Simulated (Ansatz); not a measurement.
Two isomers of CH5NSSi: A = `NC1[SiH2]S1`, B = `[SiH3]/N=C\S`.

Computed with Ansatz on PBE0-D4/def2-TZVP structures; ΔE is electronic, products minus reactants. CBS: MP2 limit from def2 TZ/QZ plus the TZ coupled-cluster correction, frozen cores. Functionals use def2-TZVPP. B3LYP here is the variant with VWN-RPA as its local correlation; programs differ in this. Each species was taken in one conformer, which may not be the lowest.

Which is lower in electronic energy at CCSD(T)/CBS, and by how much? (Estimate.)

Computed: A, by 11.3 kJ/mol.

Give E(B) − E(A) in kJ/mol with CCSD(T)/def2-SVP, PBE0-D4, B3LYP, BLYP-D4, CCSD(T)/def2-TZVPP, B2PLYP, CCSD/def2-TZVPP. (An estimate is asked.)

Ansatz gave: CCSD(T)/def2-SVP -7.7, PBE0-D4 23.1, B3LYP -6.0, BLYP-D4 -13.3, CCSD(T)/def2-TZVPP 3.2, B2PLYP -1.5, CCSD/def2-TZVPP 1.4. The order is the other way round with CCSD(T)/def2-SVP, B3LYP, BLYP-D4, B2PLYP.

Does the order hold for the free energy at 298.15 K (harmonic terms from PBE0-D4)? (Best estimate.)

Ansatz gave: No: G(B) − G(A) = -10.5 kJ/mol, for one conformer each.

Largest T1 diagnostic: 0.015.

At CCSD(T), def2-SVP lies −19.0 kJ/mol from the extrapolated value and def2-TZVPP −8.1 kJ/mol. Leaving LDA and LC-ωPBE aside and taking each functional with its dispersion term where it has one, the values, not all of them listed here, spread over 36.5 kJ/mol, from BLYP-D4 to HSE06-D4. LDA lies +14.6 kJ/mol from PBE without D4.
